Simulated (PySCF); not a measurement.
Molecule: SMILES C=N[C@H](C)c1ncno1, C5H7N3O.

Bonds (- single, = double, # triple, : aromatic): C1=N2, N2-C3, C3-C4, C3-C5, C5:N6, N6:C7, C7:N8, N8:O9, O9:C5. C1 carries H10, H11; C3 carries H12; C4 carries H13, H14, H15; C7 carries H16. Stereochemistry as in C=N[C@H](C)c1ncno1. H10 is cis to C3; H11 is trans to C3.

Frames of a GFN2-xTB Langevin trajectory at 300 K; GIAO PBE0/pcSseg-1 shieldings in PySCF, gas phase, non-relativistic; equivalent atoms averaged within each frame.

Shifts are taken against calculated references (same method and geometry level): $^{13}$C (σ = 186.93 ppm), $^{1}$H (σ = 31.72 ppm) vs TMS; $^{15}$N (σ = 267.73 ppm) against NH3; $^{17}$O (σ = 336.08 ppm) vs H2O. The references are static minima.

Q: How do the shifts (ppm) fluctuate along the trajectory?

A: 
| time (fs) | C5 | C1 | C7 | C3 | C4 | N2 | N8 | N6 | O9 | H16 |
| --- | --- | --- | --- | --- | --- | --- | --- | --- | --- | --- |
| optimised geometry | 186.7 | 159.1 | 162.6 | 69.4 | 22.5 | 412.1 | 403.4 | 280.0 | 412.6 | 8.32 |
| 250 | 183.4 | 167.2 | 162.5 | 69.9 | 19.9 | 441.2 | 407.6 | 294.1 | 415.9 | 9.33 |
| 425 | 194.8 | 175.5 | 167.5 | 61.9 | 13.8 | 404.7 | 421.8 | 278.3 | 420.8 | 8.70 |
| 625 | 196.3 | 168.1 | 164.7 | 68.9 | 18.0 | 412.4 | 400.3 | 287.8 | 403.0 | 9.30 |
| 800 | 189.8 | 163.3 | 163.4 | 56.5 | 20.9 | 413.2 | 421.0 | 287.9 | 416.1 | 8.00 |
| 1000 | 177.0 | 158.7 | 180.0 | 58.0 | 30.9 | 380.2 | 455.3 | 276.8 | 410.6 | 9.59 |
| mean of frames | 188.3 | 166.6 | 167.6 | 63.0 | 20.7 | 410.4 | 421.2 | 285.0 | 413.3 | 8.98 |
| standard deviation | 8.1 | 6.2 | 7.2 | 6.1 | 6.3 | 21.8 | 21.1 | 7.3 | 6.8 | 0.64 |

5 frames give an uncertainty of the mean of about the standard deviation over 2.2 at best, since frames this close in time may not be independent; classical motion lacks zero-point vibration, and the reference would need the same averaging.
